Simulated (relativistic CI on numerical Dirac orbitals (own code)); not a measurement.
Computed by Dirac-Coulomb-Breit CI, KLI orbitals optimised for each configuration, model QED (radiative potential, 1s self-energy scaled to tabulated hydrogen-like ionisation energies), unscaled Slater integrals (own radial code, finite nucleus).

The strongest absorption lines from the ground level of an ion, among the configurations computed and to levels below about 8690 eV (vacuum wavelength in Å, gf): 1.4338 (0.24), 1.8468 (0.17), 1.8517 (0.37), 1.8596 (0.16), 1.8814 (1.1), 1.9005 (0.48), 16.508 (0.24), 16.530 (0.14).

(1) Which ion is it?
A. Pr54+
B. In44+
C. Gd59+
D. Tm64+

Results:

(1) A. Pr54+ has 5 electrons and the ground level 2s²2p ²P°1/2; the strongest line goes to 2s²3d ²D3/2. The pattern of lines fixes the number of electrons, and along that sequence the line energies rise steadily with the charge (about as its square where n changes within one kind of shell, about linearly where n is kept but much faster in heavy ions where fine structure, which grows about as Z⁴, sets the gap, and irregularly where shells cross), which fixes Z. Configurations outside the model, such as inner-shell arrays, can give stronger lines. At this charge energies of transitions that change n are usually good to better than 1 %, and those within a shell (Δn = 0) to a few per cent.

LS names give the leading component of a level, which can be under half, so a name can repeat, a term be missing and a line seem to break the LS rules.
